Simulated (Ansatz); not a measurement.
CuNFH₃⁺, that is Cu(NH3)F with one electron fewer. The state is a doublet with charge 1. Geometry PBE-D4/def2-TZVP, that of the neutral singlet; atoms count from 1.

```xyz
6

Cu    0.018    0.580    1.009
N    -0.012   -0.369   -0.642
H     0.622    0.052   -1.330
H    -0.950   -0.376   -1.056
H     0.276   -1.346   -0.520
F     0.046    1.460    2.539
```

(1) Estimate the Mulliken populations from the PBE0/def2-TZVP orbitals of Ansatz.

(2) Where does the spin sit?

(3) And the Mayer bond orders between bonded heavy atoms (over 0.3)?

Results:

(1) 
```tsv
atom	charge (e)	spin (α − β)	d electrons
Cu1	0.89	0.82	9.38
N2	-0.51	0.01	–
H3	0.33	0.00	–
H4	0.33	0.00	–
H5	0.33	0.00	–
F6	-0.37	0.17	–
```
Mulliken values and Mayer orders depend strongly on the basis.

(2) Summed by element: Cu 0.82, N 0.01, H 0.00, F 0.17, of 1 unpaired in all. Largest on single atoms: Cu1 0.82, F6 0.17, N2 0.01.

(3) Cu1–N2 0.70 (1.91 Å); Cu1–F6 0.95 (1.77 Å).
